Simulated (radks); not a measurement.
Species: Lu. Configuration: [Xe] 4f14 5d1 6s1.5 6p0.5 (fractional occupations, a model configuration). Calculated with a radial shooting solver on a logarithmic mesh with Libxc functionals: Dirac Kohn-Sham, PBEsol, spin-unpolarised, spherical densities, finite nucleus; open shells fill j = l - 1/2 first; Fermi nuclear charge, rms radius 5.37 fm.

Spin-orbit splittings of the eigenvalues, e(l+1/2) - e(l-1/2), with zeta = 2 splitting/(2l+1) and mean radii in bohr:

shell  occ.  splitting (eV)  zeta (eV)  <r> j=l-1/2  <r> j=l+1/2
2p        6            1117      744.5      0.06742      0.07503
3p        6           238.2      158.8       0.2021       0.2163
3d       10           52.02      20.81       0.1899       0.1943
4p        6           54.28      36.18       0.4850       0.5178
4d       10           9.910      3.964       0.5410       0.5526
4f       14               ?          ?       0.7162       0.7326
5p        6           6.901      4.601        1.316        1.431
5d        1          0.3317     0.1327        2.751        2.911
6p      0.5          0.3493     0.2329        4.919        5.372

Estimate the 4f splitting.

Answer. 1.523 eV (zeta = 0.4352 eV).
